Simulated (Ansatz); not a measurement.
One change: `CC(C)=C=S` becomes `CC(C)=C=[Se]`.

Ansatz, PBE0-D4/def2-TZVP geometries, multiplicity 1. 

Scalar relativity is left out up to krypton.

```
                                      property  `CC(C)=C=S`
           LUMO energy (B3LYP/def2-TZVPP) / eV        -2.04
          HOMO–LUMO gap (PBE0/def2-TZVPP) / eV         4.10
size of the dipole moment (PBE/def2-TZVPP) / D         1.86
             HOMO energy (PBE/def2-TZVPP) / eV        -4.91
            LUMO energy (PBE0/def2-TZVPP) / eV        -1.85
         LUMO energy (ωB97M-V/def2-TZVPP) / eV         0.33
```

Problem. What does the change do to each property? (An estimate is asked.)

Solution. Computed: 
| property | `CC(C)=C=[Se]` | shift |
| --- | --- | --- |
| LUMO energy (B3LYP/def2-TZVPP) / eV | -2.25 | -0.21 |
| HOMO–LUMO gap (PBE0/def2-TZVPP) / eV | 3.80 | -0.30 |
| size of the dipole moment (PBE/def2-TZVPP) / D | 1.91 | 0.05 |
| HOMO energy (PBE/def2-TZVPP) / eV | -4.86 | 0.05 |
| LUMO energy (PBE0/def2-TZVPP) / eV | -2.07 | -0.22 |
| LUMO energy (ωB97M-V/def2-TZVPP) / eV | 0.02 | -0.31 |

With PBE0 the HOMO rises by 0.08 eV and the LUMO falls by 0.22 eV, so the gap narrows by about 0.30 eV. PBE moves the HOMO by 0.05 eV and ωB97M-V by 0.09 eV. Dipoles are sizes alone; their direction can turn.

B3LYP here is the variant with VWN-RPA as its local correlation; programs differ in this.

Spin–orbit coupling is left out; it splits and shifts lone-pair levels of the heavy atoms by tenths of an eV.
